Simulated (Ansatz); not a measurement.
Born–Oppenheimer molecular dynamics of ClF2GeH3 (7 atoms, charge 0, multiplicity 1). It starts at the highest image of a converged band, a first-order saddle point between two minima.

Level of theory: RHF/def2-SVP (Ansatz).

```
ensemble                      : NVE (velocity Verlet)
time step                     : 0.5 fs
steps asked                   : 200
starting velocities drawn for : 100 K
seed                          : 11191
```

First frame:

```xyz
7
Properties=species:S:1:pos:R:3
Ge -0.107 -0.016 -0.096
F -0.092 -0.313 1.850
H 1.374 0.286 0.008
F -0.637 1.300 -1.052
H -0.574 -1.349 -0.617
Cl -2.446 0.318 1.123
H -1.169 -0.110 1.932
```

Question: How far do the bonds stretch over the last three quarters of this one trajectory? (Pairs bonded in most of those frames.)

Answer: 
```tsv
bond	mean (Å)	spread (Å)	shortest	longest
Ge1–F2	1.721	0.078	1.61	1.85
Ge1–H3	1.522	0.023	1.48	1.56
Ge1–F4	1.726	0.021	1.69	1.75
Ge1–H5	1.517	0.020	1.48	1.55
Cl6–H7	1.285	0.059	1.20	1.37
```

Mean temperature of the second half: 2005 K. The conserved energy stayed within 0.29 meV per atom of its start (net change 0.083 meV per atom), so the integration is sound. The kinetic energy rose, since the run started high on the potential surface and went downhill. It ends in pieces (ClH + F2GeH2), so much of that is their flight and rotation, not heat. A run of 0.1 ps of so small a system gives no equilibrium averages. The orbitals stay closed-shell, which can raise the energy where a bond breaks towards radicals; this wasn't checked here.

The run took 6.6 min on 1 thread of Arm Neoverse V1, with other jobs on the host, peak memory 0.18 GiB.
